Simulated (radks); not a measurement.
Results of a calculation; reference values are marked as such.
Spherical quantum dot in the effective-mass picture: electrons in a hard-walled sphere of radius 3.06, all in effective atomic units (hartree* = m*/eps^2 hartree, bohr* = eps/m* bohr), one dielectric constant everywhere. Level of theory: non-relativistic Kohn-Sham, LDA (Slater exchange, Perdew-Wang correlation), spin-polarised, spherical densities (a radial shooting solver with Libxc functionals). Levels are named by radial order and angular momentum (1s, 1p, 1d, 2s, ...), and open shells are averaged over m.

N = 10, configuration 1s2 1p6 1d(up 2, down 0). This is the lowest configuration that the search found. Occupied and some empty levels:

level,occupation,eigenvalue (hartree*),<r> (bohr*)
1s up,1,4.7886,1.841
1s down,1,4.8345,1.832
1p up,3,5.1572,1.994
1p down,3,5.2076,1.990
1d up,2,5.7237,2.101
1d down,0,5.7763,2.100
1f up,0,6.4598,2.184
2s up,0,6.4696,1.426
2s down,0,6.4949,1.428
1f down,0,6.5133,2.184
2p up,0,7.4656,1.621
2p down,0,7.4970,1.620

Energy (hartree*): total 30.5879, kinetic 11.935, external 0, Hartree 22.880, exchange-correlation -4.2268.
